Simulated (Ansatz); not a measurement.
Cartesian coordinates (Å):
SMILES: BC(=C)C=C
```xyz
12

B     -1.0949    -1.0589     0.6658
C     -0.4581     0.1680    -0.0234
C     -1.2957     1.0515    -0.6077
C      0.9899     0.4192    -0.0743
C      1.9399    -0.3529     0.4516
H     -2.2815    -1.1680     0.6491
H     -0.4506    -1.8980     1.2119
H     -0.9352     1.9425    -1.1146
H     -2.3672     0.9023    -0.5921
H      1.2915     1.3257    -0.5949
H      1.7077    -1.2670     0.9814
H      2.9850    -0.0872     0.3646
```
Charge 0, multiplicity 1.

All values below come from Ansatz (a first-principles code) with frozen-core CCSD(T)/cc-pVTZ // B3LYP-D3(BJ)/def2-TZVP. The restricted HF reference is unstable towards unrestricted orbitals.

```json
{
 "HF energy": "-180.23589 Ha",
 "MP2 correlation energy": "-0.74404 Ha"
}
```

Task: Estimate the CCSD correlation energy, the (T) correction, the total energy and the T1 diagnostic.

Result: 
CCSD correlation energy: -0.78944 Ha
(T) correction: -0.03696 Ha
CCSD(T) total energy: -181.06229 Ha
T1 diagnostic: 0.011
